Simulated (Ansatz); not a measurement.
Stepwise reaction of `C[SiH]([SiH3])[SiH3]` with hydrogen fluoride, as a gas-phase model of exchange steps in deposition or etching. ΔE in kJ/mol; ΔG adds harmonic PBE0-D4 terms to CCSD(T)/CBS, at 1 bar.

Gas-phase electronic energies from Ansatz, PBE0-D4/def2-TZVP geometries. CCSD(T)/CBS adds triple-zeta CCSD(T) − MP2 to the extrapolated MP2 energy (def2 sets, frozen cores). This one scheme is used for every species. DFT in def2-TZVPP. B3LYP here is the variant with VWN-RPA as its local correlation; programs differ in this.

```json
{"step": "2", "reaction": "`C[SiH](F)[SiH3]` + H–F → `C[SiH](F)F` + SiH₄", "PBE-D4": "-144.7", "B3LYP-D4": "-168.1", "ωB97M-V": "-174.2", "CCSD(T)/CBS": "-166.3", "ΔG(500 K)": "-162.6"}
```

Question: Give the row of step 1, `C[SiH]([SiH3])[SiH3]` + H–F → `C[SiH](F)[SiH3]` + SiH₄. (Best estimate.)

Answer: Computed: 
```csv
step,reaction,PBE-D4,B3LYP-D4,ωB97M-V,CCSD(T)/CBS,ΔG(500 K)
1,`C[SiH]([SiH3])[SiH3]` + H–F → `C[SiH](F)[SiH3]` + SiH₄,-103.4,-127.9,-131.7,-122.1,-120.6
```

Question: By hand: ΔE of the 2 steps together at CCSD(T)/CBS.

Answer: (-122.1) + (-166.3) = -288.4 kJ/mol, or -144.2 kJ/mol a step.

In ΔE each step is lower than the one before. All are downhill at CCSD(T)/CBS. ΔG lies between -162.6 and -120.6 kJ/mol a step. PBE-D4 differs from CCSD(T)/CBS by 18.7 to 21.6 kJ/mol a step. Only this route is followed, and other bonds may react first. Isolated molecules leave out the surface, adducts and barriers. Largest T1 diagnostic: 0.012.
